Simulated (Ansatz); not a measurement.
Gas-phase electronic energies from Ansatz, PBE0-D4/def2-TZVP geometries. CCSD(T)/CBS is the MP2 limit (def2-TZVPP, def2-QZVPP) plus CCSD(T) − MP2 in def2-TZVPP, frozen cores. DFT in def2-TZVPP. For Se outer-core shells are correlated without core-valence functions, which leaves a few kJ/mol of doubt a bond. Scalar relativity is left out up to krypton. One conformer a species, not always the lowest.

`S[SiH2][SeH]` + `C=CCO` → `C=C([SeH])CO` + `[SiH3]S`  (formal exchange of groups at the Se–Si bond)

`S[SiH2][SeH]`:

```xyz
7

S    -0.950   -1.385   -1.258
Si    0.433   -0.300   -0.058
Se   -0.168    1.899   -0.046
H    -2.019   -1.039   -0.521
H     0.481   -0.772    1.347
H     1.740   -0.538   -0.715
H     0.482    2.135    1.251
```

`C=CCO`:

Cartesian coordinates in Å:
```
C 0.578 -0.952 1.084
C -0.055 0.126 0.642
C 0.063 0.654 -0.749
O -1.194 0.738 -1.395
H 1.247 -1.515 0.440
H 0.463 -1.306 2.102
H -0.728 0.674 1.299
H 0.771 0.040 -1.323
H 0.450 1.677 -0.735
H -1.596 -0.135 -1.364
```

`C=C([SeH])CO`:

```xyz
11

C     1.322    0.823    0.517
C     0.494   -0.190    0.307
Se    0.909   -1.929    0.978
C    -0.738   -0.112   -0.535
O    -0.953    1.212   -0.958
H     2.198    0.722    1.144
H     1.127    1.781    0.051
H    -0.464   -2.244    1.402
H    -0.618   -0.796   -1.387
H    -1.590   -0.484    0.056
H    -1.688    1.217   -1.574
```

`[SiH3]S`:

Cartesian coordinates in Å:
```
Si 0.284 -0.170 -0.411
S -1.211 -0.257 1.113
H 0.043 0.954 -1.351
H 0.172 -1.462 -1.128
H 1.645 -0.026 0.166
H -0.934 0.960 1.611
```

CCSD(T)/CBS gives +103.4 kJ/mol.

Q: Another level gave +106.1 kJ/mol. Which?
A. MP2/def2-TZVPP
B. r2SCAN0-D4/def2-TZVPP
C. HF/def2-TZVPP
D. RPA@PBE/def2-TZVPP

A: B. r2SCAN0-D4 106.1, MP2/def2-TZVPP 96.2, HF/def2-TZVPP 110.4, RPA@PBE/def2-TZVPP 90.8 kJ/mol.

Q: What do rigid-rotor, harmonic-oscillator terms from PBE0-D4/def2-TZVP frequencies (298.15 K, 1 bar) make of the CCSD(T)/CBS value? (Best estimate.)

A: Ansatz gave: ΔZPE = -9.3 kJ/mol, ΔH = +94.8 kJ/mol, ΔS = -2 J/(mol·K), ΔG = +95.2 kJ/mol.

Largest T1 diagnostic among the species: 0.011.

In def2-TZVPP, CCSD(T) changes the Hartree–Fock value by −13.8 kJ/mol (the triples alone add −2.1 kJ/mol) and MP2 by −14.2 kJ/mol. Leaving LDA and LC-ωPBE aside and taking each functional with its dispersion term where it has one, the values, not all of them listed here, spread over 8.1 kJ/mol, from BLYP-D4 to BHLYP-D4. LDA lies −7.7 kJ/mol from PBE without D4.
